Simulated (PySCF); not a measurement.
C₄H₈BN, SMILES C=C1CNB1C.

Geometry optimised at B3LYP-D3(BJ)/def2-SVP. The structure was generated by enumeration, and PubChem lists no compound with its InChIKey, so it may never have been made.

These are B3LYP-D3(BJ)/def2-SVP in PySCF 2.14.0 values and carry that method's errors.

No scaling factor is applied to the harmonic values.

```
mode  ν (cm⁻¹)  IR (km/mol)  Raman (Å⁴/amu)  depolarisation  moving atoms (share of kinetic energy)
----  --------  -----------  --------------  --------------  --------------------------------------
1           86          0.7             0.2            0.75                                  H 95 %
2          178          0.1             1.2            0.75                  H 35 %, C 33 %, N 30 %
3          200          0.2             3.8            0.71                          C 56 %, H 35 %
4          233         13.3             3.6            0.75                  C 40 %, H 36 %, B 23 %
5          378          0.1             2.0            0.75           H 39 %, C 37 %, B 15 %, N 9 %
6          510         36.0             1.3            0.75          H 52 %, B 22 %, C 15 %, N 11 %
7          598          0.2             7.3            0.29                   C 68 %, H 20 %, N 9 %
8          623         45.9             8.6            0.75                          H 78 %, C 15 %
9          693          0.2             3.9            0.75                                  H 97 %
10         696          2.2             8.8            0.13           C 57 %, H 24 %, B 10 %, N 9 %
11         834          2.9             4.7            0.18                  H 54 %, N 24 %, C 20 %
12         877          0.9             7.7            0.48                          C 54 %, H 43 %
13         891         23.1             0.3            0.75                  H 49 %, B 31 %, C 18 %
14         942         27.1             1.4            0.75                          H 74 %, C 26 %
15        1000          8.3             6.4            0.65                  H 43 %, C 31 %, N 25 %
16        1020          0.4             0.7            0.75                          H 58 %, C 40 %
17        1096         41.0             0.3            0.45                  B 36 %, H 35 %, C 23 %
18        1146          0.4             7.1            0.75                                  H 90 %
19        1174         15.3             3.5            0.62                  C 42 %, H 37 %, B 13 %
20        1221         28.0             7.5            0.19          H 45 %, B 24 %, C 18 %, N 12 %
21        1259         43.7             8.4            0.75                   H 63 %, C 25 %, B 8 %
22        1327         30.1             6.8            0.51                          H 64 %, C 26 %
23        1425         34.0            23.4            0.52                           H 84 %, C 9 %
24        1435          3.6            16.6            0.75                                  H 96 %
25        1435         28.2            22.6            0.70                           H 86 %, C 9 %
26        1463         77.7            21.9            0.36                  H 69 %, B 14 %, C 10 %
27        1511         91.8             5.8            0.62                  H 50 %, B 27 %, N 15 %
28        1761         12.4            33.5            0.33                                  C 92 %
29        2997         73.1           179.2            0.10                                  H 95 %
30        3019          4.3           161.8            0.00                                  H 97 %
31        3047         39.3           121.5            0.75                          H 90 %, C 10 %
32        3088          9.0            79.4            0.75                           H 91 %, C 9 %
33        3109         35.3            63.7            0.60                           H 91 %, C 9 %
34        3109          4.7           172.5            0.23                                  H 94 %
35        3200         11.6            96.6            0.74                          H 89 %, C 11 %
36        3628         26.4           180.4            0.30                                  H 93 %
```
